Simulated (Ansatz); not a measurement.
Gas-phase electronic energies from Ansatz, PBE0-D4/def2-TZVP geometries. CCSD(T)/CBS is the MP2 limit (def2-TZVPP, def2-QZVPP) plus CCSD(T) − MP2 in def2-TZVPP, frozen cores. Functionals use def2-TZVPP. B3LYP here is the variant with VWN-RPA as its local correlation; programs differ in this. HSE06 is defined as in plane-wave codes. def2 core potentials past Kr. For Sn outer-core shells are correlated without core-valence functions, which leaves a few kJ/mol of doubt a bond. Each species was taken in one conformer, which may not be the lowest.

Consider the substitution at a C–C bond: `CCCC(C)CCC` + `[SH][SnH]([Cl])[Cl]` → `C[S][SnH]([Cl])[Cl]` + `CCCCCCC`.

```json
{"level": "LDA (SPW92)", "ΔE (kJ/mol)": "12.4", "difference from CCSD(T)/CBS": "4.0"}
{"level": "PBE-D4", "ΔE (kJ/mol)": "2.3", "difference from CCSD(T)/CBS": "-6.1"}
{"level": "revPBE-D4", "ΔE (kJ/mol)": "3.6", "difference from CCSD(T)/CBS": "-4.8"}
{"level": "BLYP-D4", "ΔE (kJ/mol)": "1.2", "difference from CCSD(T)/CBS": "-7.2"}
{"level": "r2SCAN-D4", "ΔE (kJ/mol)": "5.7", "difference from CCSD(T)/CBS": "-2.7"}
{"level": "B97M-V", "ΔE (kJ/mol)": "10.1", "difference from CCSD(T)/CBS": "1.7"}
{"level": "PBE0-D4", "ΔE (kJ/mol)": "5.2", "difference from CCSD(T)/CBS": "-3.2"}
{"level": "B3LYP-D4", "ΔE (kJ/mol)": "3.4", "difference from CCSD(T)/CBS": "-5.0"}
{"level": "r2SCANh-D4", "ΔE (kJ/mol)": "6.3", "difference from CCSD(T)/CBS": "-2.1"}
{"level": "r2SCAN0-D4", "ΔE (kJ/mol)": "7.3", "difference from CCSD(T)/CBS": "-1.1"}
{"level": "HSE06-D4", "ΔE (kJ/mol)": "4.7", "difference from CCSD(T)/CBS": "-3.7"}
{"level": "BHLYP-D4", "ΔE (kJ/mol)": "5.3", "difference from CCSD(T)/CBS": "-3.1"}
{"level": "CAM-B3LYP-D4", "ΔE (kJ/mol)": "7.6", "difference from CCSD(T)/CBS": "-0.8"}
{"level": "ωB97X-V", "ΔE (kJ/mol)": "8.1", "difference from CCSD(T)/CBS": "-0.3"}
{"level": "ωB97M-V", "ΔE (kJ/mol)": "9.2", "difference from CCSD(T)/CBS": "0.8"}
{"level": "B2PLYP", "ΔE (kJ/mol)": "3.8", "difference from CCSD(T)/CBS": "-4.6"}
{"level": "PBE-QIDH", "ΔE (kJ/mol)": "8.0", "difference from CCSD(T)/CBS": "-0.4"}
{"level": "PBE", "ΔE (kJ/mol)": "-0.8", "difference from CCSD(T)/CBS": "-9.2"}
{"level": "revPBE", "ΔE (kJ/mol)": "-6.1", "difference from CCSD(T)/CBS": "-14.5"}
{"level": "BLYP", "ΔE (kJ/mol)": "-4.8", "difference from CCSD(T)/CBS": "-13.2"}
{"level": "r2SCAN", "ΔE (kJ/mol)": "4.2", "difference from CCSD(T)/CBS": "-4.2"}
{"level": "PBE0", "ΔE (kJ/mol)": "2.4", "difference from CCSD(T)/CBS": "-6.0"}
{"level": "B3LYP", "ΔE (kJ/mol)": "-0.8", "difference from CCSD(T)/CBS": "-9.2"}
{"level": "r2SCAN0", "ΔE (kJ/mol)": "5.7", "difference from CCSD(T)/CBS": "-2.7"}
{"level": "HSE06", "ΔE (kJ/mol)": "2.2", "difference from CCSD(T)/CBS": "-6.2"}
{"level": "CAM-B3LYP", "ΔE (kJ/mol)": "4.9", "difference from CCSD(T)/CBS": "-3.5"}
{"level": "RPA@PBE/def2-TZVPP", "ΔE (kJ/mol)": "13.7", "difference from CCSD(T)/CBS": "5.3"}
{"level": "HF/def2-SVP", "ΔE (kJ/mol)": "7.5", "difference from CCSD(T)/CBS": "-0.9"}
{"level": "MP2/def2-SVP", "ΔE (kJ/mol)": "20.0", "difference from CCSD(T)/CBS": "11.6"}
{"level": "CCSD/def2-SVP", "ΔE (kJ/mol)": "19.2", "difference from CCSD(T)/CBS": "10.8"}
{"level": "CCSD(T)/def2-SVP", "ΔE (kJ/mol)": "20.0", "difference from CCSD(T)/CBS": "11.6"}
{"level": "MP2/def2-TZVPP", "ΔE (kJ/mol)": "12.0", "difference from CCSD(T)/CBS": "3.6"}
{"level": "SCS-MP2/def2-TZVPP", "ΔE (kJ/mol)": "9.9", "difference from CCSD(T)/CBS": "1.5"}
{"level": "CCSD/def2-TZVPP", "ΔE (kJ/mol)": "12.6", "difference from CCSD(T)/CBS": "4.2"}
{"level": "CCSD(T)/def2-TZVPP", "ΔE (kJ/mol)": "12.9", "difference from CCSD(T)/CBS": "4.5"}
{"level": "HF/def2-QZVPP", "ΔE (kJ/mol)": "2.2", "difference from CCSD(T)/CBS": "-6.2"}
{"level": "MP2/def2-QZVPP", "ΔE (kJ/mol)": "9.4", "difference from CCSD(T)/CBS": "1.0"}
{"level": "SCS-MP2/def2-QZVPP", "ΔE (kJ/mol)": "7.5", "difference from CCSD(T)/CBS": "-0.9"}
{"level": "HF/CBS(def2)", "ΔE (kJ/mol)": "2.2", "difference from CCSD(T)/CBS": "-6.2"}
{"level": "CCSD/CBS(def2)", "ΔE (kJ/mol)": "8.2", "difference from CCSD(T)/CBS": "-0.2"}
{"level": "CCSD(T)/CBS", "ΔE (kJ/mol)": "8.4", "difference from CCSD(T)/CBS": "0"}
```

Largest T1 diagnostic among the species: 0.011.

At CCSD(T), def2-SVP lies +11.6 kJ/mol from the extrapolated value and def2-TZVPP +4.5 kJ/mol. The D4 term adds +4.3 kJ/mol with B3LYP and +2.8 kJ/mol with PBE0; it sums over pairs of atoms, weighted by their polarisabilities, and B3LYP, whose exchange is more repulsive, gets the larger term.
